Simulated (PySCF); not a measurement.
Molecular orbitals of LiCa

B2PLYP at R = 3.434 Å; PySCF, no relativity, basis sets Li 6-31G(d,p), Ca 6-31G(d,p). State: ²Σ⁺ (doublet), unpaired electrons σ ↑. Only the outer orbitals are listed, counted within each symmetry.

```json
{"spin": "α", "orbital": "4σ", "occ.": "1", "ε (eV)": "-59.80", "on Li (%)": "100", "main shells (%)": "100 Li s"}
{"spin": "α", "orbital": "5σ", "occ.": "1", "ε (eV)": "-54.50", "on Li (%)": "0", "main shells (%)": "100 Ca s"}
{"spin": "α", "orbital": "2π", "occ.": "1", "ε (eV)": "-32.73", "on Li (%)": "0", "main shells (%)": "100 Ca p"}
{"spin": "α", "orbital": "2π", "occ.": "1", "ε (eV)": "-32.73", "on Li (%)": "0", "main shells (%)": "100 Ca p"}
{"spin": "α", "orbital": "6σ", "occ.": "1", "ε (eV)": "-32.69", "on Li (%)": "0", "main shells (%)": "100 Ca p"}
{"spin": "α", "orbital": "7σ", "occ.": "1", "ε (eV)": "-5.34", "on Li (%)": "27", "main shells (%)": "72 Ca s, 26 Li s"}
{"spin": "α", "orbital": "8σ", "occ.": "1", "ε (eV)": "-3.65", "on Li (%)": "47", "main shells (%)": "45 Li s, 29 Ca p, 21 Ca s"}
{"spin": "α", "orbital": "3π", "occ.": "0", "ε (eV)": "-0.48", "on Li (%)": "25", "main shells (%)": "75 Ca p, 25 Li p"}
{"spin": "α", "orbital": "3π", "occ.": "0", "ε (eV)": "-0.48", "on Li (%)": "25", "main shells (%)": "75 Ca p, 25 Li p"}
{"spin": "α", "orbital": "9σ", "occ.": "0", "ε (eV)": "-0.29", "on Li (%)": "71", "main shells (%)": "64 Li p, 24 Ca p"}
{"spin": "β", "orbital": "4σ", "occ.": "1", "ε (eV)": "-59.57", "on Li (%)": "100", "main shells (%)": "100 Li s"}
{"spin": "β", "orbital": "5σ", "occ.": "1", "ε (eV)": "-54.46", "on Li (%)": "0", "main shells (%)": "100 Ca s"}
{"spin": "β", "orbital": "2π", "occ.": "1", "ε (eV)": "-32.71", "on Li (%)": "0", "main shells (%)": "100 Ca p"}
{"spin": "β", "orbital": "2π", "occ.": "1", "ε (eV)": "-32.71", "on Li (%)": "0", "main shells (%)": "100 Ca p"}
{"spin": "β", "orbital": "6σ", "occ.": "1", "ε (eV)": "-32.61", "on Li (%)": "0", "main shells (%)": "100 Ca p"}
{"spin": "β", "orbital": "7σ", "occ.": "1", "ε (eV)": "-4.89", "on Li (%)": "13", "main shells (%)": "82 Ca s, 10 Li s"}
{"spin": "β", "orbital": "8σ", "occ.": "0", "ε (eV)": "-0.90", "on Li (%)": "28", "main shells (%)": "57 Ca p, 23 Li s, 10 Ca s"}
{"spin": "β", "orbital": "3π", "occ.": "0", "ε (eV)": "-0.36", "on Li (%)": "16", "main shells (%)": "80 Ca p, 16 Li p"}
{"spin": "β", "orbital": "3π", "occ.": "0", "ε (eV)": "-0.36", "on Li (%)": "16", "main shells (%)": "80 Ca p, 16 Li p"}
```

Q: Which are the highest filled and the lowest empty level, where do they sit, and how wide is the gap?

A: Highest filled α 8σ at -3.65 eV (in %: 45 Li s, 29 Ca p, 21 Ca s); lowest empty β 8σ at -0.90 eV (in %: 57 Ca p, 23 Li s, 10 Ca s); the gap at B2PLYP is 2.75 eV.

```json
{"bond order (Mayer)": "0.66", "⟨S²⟩": "0.783", "charge on Li (Mulliken, basis-dependent)": "0.14", "charge on Li (Löwdin, basis-dependent)": "-0.05", "dipole moment (positive dipole means Li(−)Ca(+))": "-0.63 D"}
```

Correlated steps freeze 5 core orbitals. B2PLYP dipoles, levels and charges come from its SCF part alone. The state was picked by a PBE0 search and need not be the measured ground state.
